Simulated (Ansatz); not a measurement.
The lowest singlet and triplet of ClIn (SMILES [Cl][In]); geometries from B3LYP-D3(BJ)/def2-TZVP, each state relaxed from the structure named, with no frequency check.
Singlet at the triplet's geometry (charge 0, multiplicity 1):
```json
[
 {"atom": "Cl", "x (Å)": "0.0000", "y (Å)": "0.0000", "z (Å)": "-1.7837"},
 {"atom": "In", "x (Å)": "0.0000", "y (Å)": "0.0000", "z (Å)": "0.6188"}
]
```

A positive gap puts the triplet lower; no zero-point energy. R- takes a restricted singlet. U- takes an unrestricted singlet (broken symmetry where lower, unprojected). The triplet is unrestricted in single-reference levels.

Frozen-core correlation. Filled d and f shells under p-block atoms count as core.

Programs: Ansatz (a first-principles code). Values without a source in brackets are computed. In def2 rows elements past Kr take small-core potentials, without spin–orbit coupling.

```json
[
 {"level": "R-HF/def2-TZVPP", "gap E(singlet) − E(triplet), vertical, at the triplet's geometry (kcal/mol)": "-59.42"},
 {"level": "U-PBE/def2-TZVPP", "gap E(singlet) − E(triplet), vertical, at the triplet's geometry (kcal/mol)": "-81.48"},
 {"level": "R-r2SCAN/def2-TZVPP", "gap E(singlet) − E(triplet), vertical, at the triplet's geometry (kcal/mol)": "…"},
 {"level": "U-wB97X-V/def2-TZVPP", "gap E(singlet) − E(triplet), vertical, at the triplet's geometry (kcal/mol)": "-82.27"},
 {"level": "R-B2PLYP/def2-TZVPP", "gap E(singlet) − E(triplet), vertical, at the triplet's geometry (kcal/mol)": "-80.10"},
 {"level": "U-CCSD/def2-SVP", "gap E(singlet) − E(triplet), vertical, at the triplet's geometry (kcal/mol)": "-73.12"},
 {"level": "R-CCSD/def2-QZVPP", "gap E(singlet) − E(triplet), vertical, at the triplet's geometry (kcal/mol)": "-74.16"},
 {"level": "U-CCSD/def2-QZVPP", "gap E(singlet) − E(triplet), vertical, at the triplet's geometry (kcal/mol)": "-74.16"},
 {"level": "U-CCSD(T)/def2-SVP", "gap E(singlet) − E(triplet), vertical, at the triplet's geometry (kcal/mol)": "-73.17"}
]
```

Task: Fill in the missing entries.

Result: 
- R-r2SCAN/def2-TZVPP, gap E(singlet) − E(triplet), vertical, at the triplet's geometry (kcal/mol): -77.99
